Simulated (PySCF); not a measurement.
difluorosilyl(difluoro)silane (F₄H₂Si₂), SMILES F[SiH](F)[SiH](F)F. Heavy atoms are numbered as in [SiH:1]([F:2])([F:3])[SiH:4]([F:5])[F:6]. Hydrogens are named by the atom that carries them.

Coordinates come from a r2SCAN-D4/def2-SVP optimisation. One conformer was computed; it need not be the lowest.

Calculation: PBE/pcSseg-1 run with PySCF.

GIAO shieldings, no solvent; atoms alike by connectivity are averaged. δ = σ(ref) − σ: ²⁹Si against TMS (σ = 335.4 ppm); ¹⁹F against CFCl3 (σ = 133.6 ppm); ¹H against TMS (σ = 31.49 ppm), references at their B3LYP-D3(BJ)/def2-TZVP geometries, non-relativistic.

Q: Estimate the chemical shifts. (The exact figures need the calculation; the answer reports its results.)

A: 
| nucleus | atoms | count | δ (ppm) |
|---|---|---|---|
| ²⁹Si | Si1 (SiH) | 2 | -1.5 |
| ¹⁹F | F2 | 4 | -179.8 |
| ¹H | H on Si1 | 2 | 5.89 |
